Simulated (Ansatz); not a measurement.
One change: `BOB1CO1` becomes `NB1CO1`.

Ansatz, PBE0-D4/def2-TZVP geometries, multiplicity 1. Each molecule was computed in one conformer, which needn't be the lowest.

```tsv
property	`BOB1CO1`
size of the dipole moment (ωB97M-V/def2-TZVPP) / D	1.04
zero-point energy (PBE0-D4/def2-TZVP) / kJ/mol	158.5
HOMO–LUMO gap (ωB97M-V/def2-TZVPP) / eV	11.47
HOMO–LUMO gap (B3LYP/def2-TZVPP) / eV	6.68
size of the dipole moment (B3LYP/def2-TZVPP) / D	1.03
ideal-gas entropy at 298 K and 1 bar (rigid rotor, harmonic PBE0-D4/def2-TZVP) / J/(mol·K)	322
```

Question: Give the same properties after the change, and the shifts. (Best estimate.)

Answer: Computed: 
| property | `NB1CO1` | shift |
| --- | --- | --- |
| size of the dipole moment (ωB97M-V/def2-TZVPP) / D | 2.58 | 1.54 |
| zero-point energy (PBE0-D4/def2-TZVP) / kJ/mol | 161.3 | 2.8 |
| HOMO–LUMO gap (ωB97M-V/def2-TZVPP) / eV | 12.20 | 0.73 |
| HOMO–LUMO gap (B3LYP/def2-TZVPP) / eV | 7.99 | 1.31 |
| size of the dipole moment (B3LYP/def2-TZVPP) / D | 2.57 | 1.54 |
| ideal-gas entropy at 298 K and 1 bar (rigid rotor, harmonic PBE0-D4/def2-TZVP) / J/(mol·K) | 277 | -45 |

With PBE0 the HOMO rises by 0.52 eV and the LUMO rises by 1.93 eV, so the gap widens by about 1.41 eV. PBE moves the HOMO by 0.50 eV and ωB97M-V by 0.52 eV. The zero-point energy changes by 2.8 kJ/mol with -3 modes. Dipoles are sizes alone; their direction can turn. Modes under 60 cm⁻¹, often nearly free rotors, make the harmonic entropy too high.

B3LYP here is the variant with VWN-RPA as its local correlation; programs differ in this.
